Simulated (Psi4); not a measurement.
H2S2, charge +1, doublet, geometry from GFN2-xTB (a state made from the parent by changing its charge; the spin is typed, not shown lowest); MP2/aug-cc-pVDZ run with Psi4.

Input for Psi4:
```
memory 2 GB

molecule mol {
1 2
S    -0.809559   -0.037650    0.594607
S     0.809559    0.037650   -0.594607
H    -1.718631   -0.081268   -0.405146
H     1.718631    0.081268    0.405146
}

set {
  basis aug-cc-pvdz
  reference uhf
}

energy('mp2')
print_variables()
```

Q: Write the output that Psi4 gives for this input, abridged.

A: 
```
    SCF Algorithm Type (re)set to DF.

   => Loading Basis Set <=

    Name: AUG-CC-PVDZ
    Role: ORBITAL
    Keyword: BASIS

         ---------------------------------------------------------
                                   SCF
               by Justin Turney, Rob Parrish, Andy Simmonett
                          and Daniel G. A. Smith
                              UHF Reference
         ---------------------------------------------------------

  ==> Geometry <==

    Molecular point group: c2h
    Full point group: C2h

    Geometry (in Angstrom), charge = 1, multiplicity = 2:

       Center              X                  Y                   Z               Mass
    ------------   -----------------  -----------------  -----------------  -----------------
         S            0.810433877109     0.594607191567     0.000000000000    31.972071174400
         S           -0.810433877109    -0.594607191567     0.000000000000    31.972071174400
         H            1.720551334956    -0.405146130528     0.000000000000     1.007825032230
         H           -1.720551334956     0.405146130528     0.000000000000     1.007825032230

  Running in c2h symmetry.

  Rotational constants: A =      4.82788  B =      0.25007  C =      0.23775 [cm^-1]
  Rotational constants: A = 144736.34576  B =   7496.79112  C =   7127.60818 [MHz]
  Nuclear repulsion =   86.733250212390374

  Charge       = 1
  Multiplicity = 2
  Electrons    = 33
  Nalpha       = 17
  Nbeta        = 16

  ==> Algorithm <==

  SCF Algorithm Type is DF.
  DIIS enabled.
  MOM disabled.
  Fractional occupation disabled.
  Guess Type is SAD.
  Energy threshold   = 1.00e-08
  Density threshold  = 1.00e-08
  Integral threshold = 1.00e-12

  ==> Primary Basis <==

  Basis Set: AUG-CC-PVDZ
    Blend: AUG-CC-PVDZ
    Number of shells: 32
    Number of basis functions: 72
    Number of Cartesian functions: 76
    Spherical Harmonics?: true
    Max angular momentum: 2

   => Loading Basis Set <=

    Name: (AUG-CC-PVDZ AUX)
    Role: JKFIT
    Keyword: DF_BASIS_SCF

  ==> Integral Setup <==

  SCF_SUBTYPE=INCORE selected. In-core MEM_DF algorithm will be used.
  Using in-core AOs.

  ==> MemDFJK: Density-Fitted J/K Matrices <==

    J tasked:                   Yes
    K tasked:                   Yes
    wK tasked:                   No
    Algorithm:                 Core
    Schwarz Cutoff:           1E-12
    Mask sparsity (%):       0.0000
    Fitting Condition:        1E-10

   => Auxiliary Basis Set <=

[...]
  @DF-UHF Final Energy:  -795.92269266504434
    Total Energy =                       -795.9226926650443374
[...]
 Magnitude           :                                                    0.0000000

 ------------------------------------------------------------------------------------

  //>>>>>>>>>>>>>>>>>>>>>>>>>>>>>>>>>>>//
  //               DFMP2               //
  //<<<<<<<<<<<<<<<<<<<<<<<<<<<<<<<<<<<//

   => Loading Basis Set <=

    Name: (AUG-CC-PVDZ AUX)
    Role: RIFIT
    Keyword: DF_BASIS_MP2

	 --------------------------------------------------------
	                          DF-MP2
	      2nd-Order Density-Fitted Moller-Plesset Theory

	        Rob Parrish, Justin Turney, Andy Simmonett,
	           Ed Hohenstein, and C. David Sherrill
	 --------------------------------------------------------

	 --------------------------------------------------------
	                 NBF =    72, NAUX =   230
	 --------------------------------------------------------
	   CLASS    FOCC     OCC    AOCC    AVIR     VIR    FVIR
	   ALPHA       0      17      17      55      55       0
	    BETA       0      16      16      56      56       0
	 --------------------------------------------------------

	-----------------------------------------------------------
	 ==================> DF-MP2 Energies <====================
	-----------------------------------------------------------
	 Reference Energy          =    -795.9226926650443374 [Eh]
	 Singles Energy            =      -0.0000000000000000 [Eh]
	 Same-Spin Energy          =      -0.0706107897168814 [Eh]
	 Opposite-Spin Energy      =      -0.2136416469014776 [Eh]
	 Correlation Energy        =      -0.2842524366183591 [Eh]
	 Total Energy              =    -796.2069451016626545 [Eh]
	-----------------------------------------------------------
	 ================> DF-SCS-MP2 Energies <==================
	-----------------------------------------------------------
	 SCS Same-Spin Scale       =       0.3333333333333333 [-]
	 SCS Opposite-Spin Scale   =       1.2000000000000000 [-]
	 SCS Same-Spin Energy      =      -0.0235369299056271 [Eh]
	 SCS Opposite-Spin Energy  =      -0.2563699762817732 [Eh]
	 SCS Correlation Energy    =      -0.2799069061874003 [Eh]
	 SCS Total Energy          =    -796.2025995712317581 [Eh]
	-----------------------------------------------------------

  Variable Map:
  ----------------------------------------------------------------------------
[...]
  Array Variable Map:
  ----------------------------------------------------------------------------
[...]
[...]
```
